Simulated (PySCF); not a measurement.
Field gradients from PBE0/pcSseg-1 densities (PySCF, non-relativistic) at PBE0-D3(BJ)/def2-SVP geometries, isolated species, one conformer each; χzz is the principal value of largest magnitude, with Q(14N) = 0.02044 b, Q(11B) = 0.04059 b. These gradients aren't converged with respect to the basis.

(1) Rank these 14N sites by the size of the quadrupole coupling, smallest first.
A. The cyano nitrogen of `C[C@@H]1CCCCB1C#N`
B. The pyrrole-type nitrogen of `Bc1cccn1C(C)C`
C. The nitrile nitrogen of `CB(C)C(C#N)=C(C)C`
D. N2 (nitrogen bridging silicon atoms) in `[SiH3:1][N:2]([SiH3:3])[BH2-:4][n+:5]1[cH:6][cH:7][cH:8][cH:9][cH:10]1`
E. The boron-bound nitrogen of `C#CB(N)C1CCCC1`

(2) These 11B couplings (χzz in MHz, η) are listed in rising order: (1.963, 0.44); (2.310, 0.03); (3.707, 0.31); (4.926, 0.05); (5.270, 0.38). Assign them to: the three-coordinate boron of `C[C@@H]1CCCCB1C#N`; the four-coordinate boron of `[SiH3]N([SiH3])[BH2-][n+]1ccccc1`; the three-coordinate boron of `Bc1cccn1C(C)C`; the three-coordinate boron of `C#CB(N)C1CCCC1`; the four-coordinate boron of `CC[BH2-][n+]1ccccc1`.

Answers

(1) B (2.474 MHz), D (2.608 MHz), E (2.975 MHz), C (4.318 MHz), A (5.344 MHz).

(2) 1.963 MHz, η 0.44: the four-coordinate boron of `[SiH3]N([SiH3])[BH2-][n+]1ccccc1`; 2.310 MHz, η 0.03: the four-coordinate boron of `CC[BH2-][n+]1ccccc1`; 3.707 MHz, η 0.31: the three-coordinate boron of `C#CB(N)C1CCCC1`; 4.926 MHz, η 0.05: the three-coordinate boron of `Bc1cccn1C(C)C`; 5.270 MHz, η 0.38: the three-coordinate boron of `C[C@@H]1CCCCB1C#N`.

All sites together:

```
nucleus                                                                                                            site  Vzz (au)     η  χzz (MHz)
    14N                                                                      the boron-bound nitrogen of C#CB(N)C1CCCC1    -0.619  0.64     -2.975
    14N                                                                       the nitrile nitrogen of CB(C)C(C#N)=C(C)C    -0.899  0.07     -4.318
    14N  N2 (nitrogen bridging silicon atoms) in [SiH3:1][N:2]([SiH3:3])[BH2-:4][n+:5]1[cH:6][cH:7][cH:8][cH:9][cH:10]1    -0.543  0.20     -2.608
    14N                                                                         the cyano nitrogen of C[C@@H]1CCCCB1C#N    -1.113  0.38     -5.344
    14N                                                                      the pyrrole-type nitrogen of Bc1cccn1C(C)C    -0.515  0.17     -2.474
    11B                                                                 the three-coordinate boron of C[C@@H]1CCCCB1C#N     0.553  0.38      5.270
    11B                                                   the four-coordinate boron of [SiH3]N([SiH3])[BH2-][n+]1ccccc1     0.206  0.44      1.963
    11B                                                                     the three-coordinate boron of Bc1cccn1C(C)C     0.516  0.05      4.926
    11B                                                                    the three-coordinate boron of C#CB(N)C1CCCC1     0.389  0.31      3.707
    11B                                                                the four-coordinate boron of CC[BH2-][n+]1ccccc1     0.242  0.03      2.310
```
